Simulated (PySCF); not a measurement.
# How methods differ on the ionisation energy of Nd(59+)

Nd(59+) 1s1 [1s1/2^1, M_J = 1/2] → Nd(60+) (bare nucleus), as a difference of total energies. Computed with PySCF 2.14 in an even-tempered Gaussian basis (15 s from 160 bohr⁻², ratio 2.4; 11 p from 210 bohr⁻², ratio 2.4; 3 d from 650 bohr⁻², ratio 2.6; 3 f from 970 bohr⁻², ratio 2.6), with the two-component X2C-1e Hamiltonian. "Screened" scales the spin-orbit matrix elements by Boettger's factors to mimic the two-electron term; Breit and QED terms are absent.

```
                   method  ionisation energy (eV)  difference from reference (eV)
GHF (screened spin-orbit)                 51577.8                           +62.0
    GHF (bare spin-orbit)                 51577.8                           +62.0
```

Reference: 51515.8 eV (theoretical estimate listed by NIST; NIST Atomic Spectra Database, ionization energies).

For one electron Hartree-Fock is exact for this Hamiltonian up to the basis; QED and nuclear recoil make up the gap, and the density functionals add self-interaction.
